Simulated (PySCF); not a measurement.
An unknown is described by computed data only.

Formula: C4H6BF5.

- Polarisability: 63.3 au [wB97X-D/def2-SVPD]
- 1H NMR: chemical shifts (computed TMS as zero) by class: 1.68 (2 H), 1.59 (2 H), 1.10 (2 H) ppm [GIAO KT2/pcSseg-1]
- Valence photoelectron: vertical ionisation energy: 12.05 eV [ΔSCF wB97X-D/def2-SVPD]
- Rotational structure: rotational constants A, B, C: 2.825, 0.529, 0.505 GHz [PBE0-D3(BJ)/def2-SVP]
- 13C NMR: chemical shifts (computed TMS as zero) by class: 131.4 (1 C), 38.4 (1 C), 19.3 (1 C), 13.3 (1 C) ppm [GIAO KT2/pcSseg-1]
- UV, first state: lowest singlet excitation: 8.41 eV (147 nm, f = 0.014) [TDDFT wB97X-D/def2-SVPD]
- Triplet: lowest triplet excitation (Tamm–Dancoff): 7.64 eV [TDA wB97X-D/def2-SVPD]
- UV, strongest line: among the 10 lowest singlet transitions: S6 at 10.16 eV (122 nm, f = 0.079) [TDDFT wB97X-D/def2-SVPD]
- NMR, other nuclei: isotropic shieldings of nuclei other than C and H, by class: 73 (1 B), 227 (2 F), 247 (3 F) ppm [GIAO KT2/pcSseg-1]

Gas-phase values; electronic properties from PySCF, density fitting. Levels stand in brackets. The structure is a single PBE0-D3(BJ)/def2-SVP conformer in the gas phase; no vibrational or solvent corrections. NMR values are class means; diastereotopic atoms form classes of their own.

Question: Give a SMILES that accounts for the data.

Answer: Numbering: `[F:1][B:2]([F:3])[CH2:4][CH2:5][CH2:6][C:7]([F:8])([F:9])[F:10]`. 4 carbons fall into 4 classes; from least to most shielded: CF3 carbon [C7] (131.4 ppm), chain CH2 carbon [C6] (38.4 ppm), chain CH2 carbon [C5] (19.3 ppm), sp3 carbon bound to boron [C4] (13.3 ppm). Hydrogen classes from least to most shielded: 2 H on a chain CH2 carbon, C6 (1.68 ppm), 2 H on a chain CH2 carbon, C5 (1.59 ppm), 2 H on an sp3 carbon bound to boron, C4 (1.10 ppm). The other shieldings belong to: 73 ppm, three-coordinate boron [B2]; 227 ppm, boron-bound fluorine [F1/F3]; 247 ppm, fluorine of a CF3 group [F8/F9/F10]. The first electron is taken from the HOMO, whose largest Löwdin shares are 0.23 on the sp3 carbon bound to boron, 0.20 on a chain CH2 carbon, 0.12 on the three-coordinate boron and 0.12 on a methylene hydrogen. The optimised geometry has point group C1 and is an asymmetric top. Structure: `FB(F)CCCC(F)(F)F`. The assignments are read from this structure; whether some other isomer fits the data as well wasn't checked.

Shape of the structure used: `[F:1][B:2]([F:3])[CH2:4][CH2:5][CH2:6][C:7]([F:8])([F:9])[F:10]`: F1–B2–C4–C5 -167°, B2–C4–C5–C6 67°, C4–C5–C6–C7 176°, C5–C6–C7–F8 59°.
